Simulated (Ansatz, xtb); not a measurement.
Relative energy of two isomers of C3H3BrClF

Structure X: `F/C(=C\Cl)CBr`, a singlet. Structure Y: `F/C=C(\Cl)CBr`, a singlet. Both are isolated molecules in the gas phase, relaxed with PBE-D3(BJ)/def2-SVP; the shapes shown needn't be the lowest conformers.

X (Å):

```csv
atom,x (Å),y (Å),z (Å)
C,-0.0455,-0.7247,-1.3846
C,-0.1114,-1.5091,-0.2933
C,0.9104,-0.8101,-2.5354
Br,2.2122,-2.2547,-2.4163
Cl,-1.2842,-1.2702,0.9499
F,-0.9036,0.2991,-1.5627
H,0.5908,-2.3408,-0.1540
H,1.4836,0.1350,-2.6219
H,0.3506,-0.9565,-3.4811
```

Y (Å):

```json
{"atom": "C", "x (Å)": "-0.7204", "y (Å)": "0.4341", "z (Å)": "-0.1731"}
{"atom": "C", "x (Å)": "-1.1813", "y (Å)": "-0.3050", "z (Å)": "0.8598"}
{"atom": "C", "x (Å)": "-1.2119", "y (Å)": "-1.7873", "z (Å)": "0.8205"}
{"atom": "Br", "x (Å)": "0.1299", "y (Å)": "-2.6117", "z (Å)": "2.0294"}
{"atom": "Cl", "x (Å)": "-1.7536", "y (Å)": "0.4692", "z (Å)": "2.3049"}
{"atom": "F", "x (Å)": "-0.6961", "y (Å)": "1.7643", "z (Å)": "-0.1641"}
{"atom": "H", "x (Å)": "-0.3345", "y (Å)": "-0.0178", "z (Å)": "-1.1019"}
{"atom": "H", "x (Å)": "-0.9876", "y (Å)": "-2.1672", "z (Å)": "-0.1929"}
{"atom": "H", "x (Å)": "-2.1848", "y (Å)": "-2.1845", "z (Å)": "1.1632"}
```

Problem. Which of the two would you expect CCSD(T)/def2-SVP + ΔMP2/def2-TZVPP electronic energies to favour?

Solution. Too close to call at this level: CCSD(T)/def2-SVP + ΔMP2/def2-TZVPP gives E(Y) − E(X) = −0.01 kcal/mol.

Level by level:

```tsv
level	geometry	E(Y) − E(X) (kcal/mol)	departure from the last row (kcal/mol)	job, with rough time for the two
GFN2-xTB	GFN2-xTB	−0.13	−0.12	optimisation, 0.48 s
HF/STO-3G	GFN2-xTB	+0.34	+0.35	single point, 0.92 s
r2SCAN-D4/def2-SVP	GFN2-xTB	−0.17	−0.16	single point, 6.2 s
PBE-D3(BJ)/def2-SVP	PBE-D3(BJ)/def2-SVP	−0.62	−0.61	optimisation, 30 s
HF/def2-SVP	PBE-D3(BJ)/def2-SVP	+0.37	+0.38	part of the CCSD(T) run
MP2/def2-SVP	PBE-D3(BJ)/def2-SVP	−0.70	−0.69	part of the CCSD(T) run
CCSD(T)/def2-SVP	PBE-D3(BJ)/def2-SVP	−0.28	−0.28	single point
CCSD(T)/def2-SVP + ΔMP2/def2-TZVPP	PBE-D3(BJ)/def2-SVP	−0.01		single point, 76 s
```

As drawn, both hold the same kinds of bond in the same numbers.

The largest departure from CCSD(T)/def2-SVP + ΔMP2/def2-TZVPP is that of MP2/def2-SVP, 0.69 kcal/mol. The last row adds to CCSD(T) the change of the MP2 difference between the two basis sets, here +0.28 kcal/mol.

With thermal terms from frequencies at re-optimised GFN2-xTB minima (ideal gas, soft modes damped towards free rotors, one conformer each, 298.15 K, 1 atm): the zero-point term adds +0.15 kcal/mol; ΔH is +0.12 and ΔG +0.21 kcal/mol.

The correlated steps freeze 18 core orbitals; the filled d shell of Br is correlated, in a basis made for valence electrons. Run with Ansatz 0.2.0, xtb 6.7.1; the last row on 2 threads of Intel(R) Xeon(R) Processor @ 2.70GHz on a shared host.
